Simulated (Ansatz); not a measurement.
Isolated molecules relaxed with PBE0-D4/def2-TZVP in Ansatz; ΔE leaves out vibrations. CCSD(T)/CBS adds triple-zeta CCSD(T) − MP2 to the extrapolated MP2 energy (def2 sets, frozen cores). DFT in def2-TZVPP. B3LYP here is the variant with VWN-RPA as its local correlation; programs differ in this. def2 core potentials past Kr. For Ta outer-core shells are correlated without core-valence functions, which leaves a few kJ/mol of doubt a bond. One conformer a species, not always the lowest.

Reaction (redistribution): `C[SiH]1NCS1` + `[O]=[Ta]([OH])([OH])[OH]` → `O[SiH]1NCS1` + `[CH3][Ta](=[O])([OH])[OH]`

Problem. Is it downhill or uphill in electronic energy at CCSD(T)/CBS, and by how much? (Best estimate.)

Solution. Computed: Downhill: ΔE = -4.2 kcal/mol.

Problem. What do these levels give: PBE-D4, r2SCAN-D4, PBE0-D4, ωB97X-V, ωB97M-V, B2PLYP, B3LYP, MP2/def2-TZVPP, SCS-MP2/def2-TZVPP, CCSD/def2-TZVPP, CCSD(T)/def2-TZVPP, SCS-MP2/def2-QZVPP? (Best estimate.)

Solution. Ansatz gave: PBE-D4 -2.5, r2SCAN-D4 -2.9, PBE0-D4 -2.9, ωB97X-V -2.4, ωB97M-V -3.3, B2PLYP -3.4, B3LYP -3.1, MP2/def2-TZVPP -4.0, SCS-MP2/def2-TZVPP -3.7, CCSD/def2-TZVPP -4.4, CCSD(T)/def2-TZVPP -4.5, SCS-MP2/def2-QZVPP -3.6 kcal/mol.

Largest T1 diagnostic among the species: 0.020.

In def2-TZVPP, CCSD(T) changes the Hartree–Fock value by −1.2 kcal/mol (the triples alone add −0.1 kcal/mol) and MP2 by −0.8 kcal/mol.
